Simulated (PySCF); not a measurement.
C₇H₁₁FSi.
SMILES with atom numbers: `[CH:1]#[C:2][CH2:3][C@@H:4]([CH3:5])[Si@@H:6]1[CH2:7][C@@H:8]1[F:9]`

Structure used (GFN2-xTB), in Å, numbered top down from 1:
```
atom  x, y, z in Å
C1     2.4171    1.1007    1.8853
C2     2.0499    0.8251    0.7797
C3     1.5809    0.4514   -0.5372
C4     0.4647   -0.6050   -0.4609
C5     1.0126   -1.9119    0.1074
Si6   -1.0122    0.0324    0.5505
C7    -2.7087   -0.0185   -0.2817
C8    -2.0731    1.3749   -0.2709
F9    -1.7273    1.8631   -1.5120
H10    2.7529    1.3629    2.8439
H11    1.2083    1.3444   -1.0466
H12    2.4241    0.0564   -1.1143
H13    0.1274   -0.7915   -1.4869
H14    0.2380   -2.6744    0.1494
H15    1.8285   -2.2854   -0.5110
H16    1.3970   -1.7545    1.1133
H17   -0.9548    0.0463    2.0016
H18   -3.6176   -0.1120    0.2935
H19   -2.8153   -0.4509   -1.2674
H20   -2.5974    2.1571    0.2662
```

Probes without a nucleus sit at each ring's centroid and 1 Å off its mean plane on both sides; NICS is minus the shielding there, NICSzz its component along the normal. Level: GIAO PBE0/pcSseg-1 (PySCF, non-relativistic, gas phase) on the GFN2-xTB geometry, one conformer.

Ring bond lengths (Å), with Mayer bond orders in brackets: Si6–C7 1.890 (0.94), C7–C8 1.532 (0.90), C8–Si6 1.898 (0.91).

Q: What do the NICS probes read (ppm)?

A: 
```
     ring                                              type  NICS(0)  NICS(1), two faces  NICS(1)zz, two faces  rms pucker (Å)  centre to ring atoms, mean (Å)
Si6–C7–C8  3-membered ring with Si; formal bonds all single    -21.3         -5.0 / -9.4          -7.3 / -18.3            0.00                            1.02
```

Q: What do they say, and how far can they be read as aromaticity?

A: 
- Si6–C7–C8: mean NICS(1)zz -12.8 ppm, shielded. Si6, C7, C8 have four or more neighbours, and the NICS criterion for π rings isn't applied. The two faces differ by 11.0 ppm, so no symmetry operation interchanges them. NICS(0) lies 14 ppm below the mean NICS(1).

Q: At the first NICS(1) probe listed for ring Si6–C7–C8, 1 Å off the ring, what do the in-plane components average?

A: The isotropic value is a third of the trace: (3 × -5.0 − (-7.3))/2 = -3.9 ppm.

Q: How shielded are the nuclei of the rings and their hydrogens (means over atoms taken as equivalent)?

A: 
| atoms | environment | σ isotropic (ppm) |
| --- | --- | --- |
| Si6 | SiH silicon | 461.7 |
| C7 | sp3 carbon bound to silicon | 179.1 |
| C8 | sp3 C–F carbon | 107.8 |
| H17 | Si–H hydrogen | 28.41 |
| H18 | methylene hydrogen | 30.78 |
| H19 | methylene hydrogen | 30.76 |
| H20 | methine hydrogen | 26.44 |
